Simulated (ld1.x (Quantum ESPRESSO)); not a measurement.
**Scattering properties, TM potential for rhodium**

ld1.x (Quantum ESPRESSO) 7.5 input, shortened:

```
&input
   title='Rh', zed=45., rel=1, dft='PZ', iswitch=3,
   config='[Kr] 4d8.5 5s0.5 5p0'
 /
 &inputp
   pseudotype=2, tm=.true., lloc=0,
   nlcc=.false.
 /
3
4P  2  1   6.00   0.00  1.35  1.35  0.0
4D  3  2   8.50   0.00  2.05  2.05  0.0
4S  1  0   2.00   0.00  1.30  1.30  0.0
 &test
   configts(1)='4s2 4p6 4d8.5 5s0.5 5p0'
 /
```

Occupied shells without a wave of their own: 5s. They enter only through the test configuration that unscreens the potential.

The phase is arctan(r·u′/u) with u = r·R(r), unwrapped; energies in Ry, scanned from -8 to 5 Ry. A pole is an energy at which the radial function vanishes at the test radius. The pseudo phase is shifted by a multiple of π to meet the all-electron one at the reference energy, and phase errors are pseudo minus all-electron; the curves can meet again beyond the range given. Levels narrower than the energy grid can be missing from the lists of poles.

```json
{"channel": "s", "radius (bohr)": "2.25", "reference energy (Ry)": "-5.95", "poles, all-electron": "-5.89, 4.15", "poles, pseudo": "-5.89, 3.41", "unbroken range about the reference energy with phases within 0.05 rad": "below -0.8", "phase error 1 Ry above the reference energy (rad)": "-0.000"}
{"channel": "p", "radius (bohr)": "2.25", "reference energy (Ry)": "-3.60", "poles, all-electron": "-3.45", "poles, pseudo": "-3.45, 4.99", "unbroken range about the reference energy with phases within 0.05 rad": "below 0.4", "phase error 1 Ry above the reference energy (rad)": "-0.001"}
{"channel": "d", "radius (bohr)": "2.25", "reference energy (Ry)": "-0.36", "poles, all-electron": "0.29", "poles, pseudo": "0.29", "unbroken range about the reference energy with phases within 0.05 rad": "the whole range", "phase error 1 Ry above the reference energy (rad)": "-0.000"}
```

The potential misses its own reference levels by up to 0.3 eV.

Phases in the d channel:

| E (Ry) | all-electron | pseudo |
| --- | --- | --- |
| -8.00 | 1.414 | 1.414 |
| -7.52 | 1.409 | 1.409 |
| -7.04 | 1.403 | 1.403 |
| -6.56 | 1.397 | 1.397 |
| -6.08 | 1.390 | 1.390 |
| -5.60 | 1.382 | 1.382 |
| -5.12 | 1.373 | 1.373 |
| -4.64 | 1.362 | 1.362 |
| -4.16 | 1.349 | 1.349 |
| -3.68 | 1.334 | 1.334 |
| -3.20 | 1.314 | 1.314 |
| -2.72 | 1.287 | 1.287 |
| -2.24 | 1.249 | 1.249 |
| -1.76 | 1.185 | 1.185 |
| -1.28 | 1.052 | 1.052 |
| -0.80 | 0.572 | 0.571 |
| -0.32 | -1.056 | -1.056 |
| 0.16 | -1.520 | -1.520 |
| 0.64 | -1.663 | -1.664 |
| 1.12 | -1.750 | -1.751 |
| 1.60 | -1.827 | -1.828 |
| 2.08 | -1.917 | -1.919 |
| 2.56 | -2.046 | -2.050 |
| 3.04 | -2.276 | -2.283 |
| 3.52 | -2.756 | -2.772 |
| 4.00 | -3.535 | -3.553 |
| 4.48 | -4.069 | -4.078 |
| 4.96 | -4.319 | -4.323 |
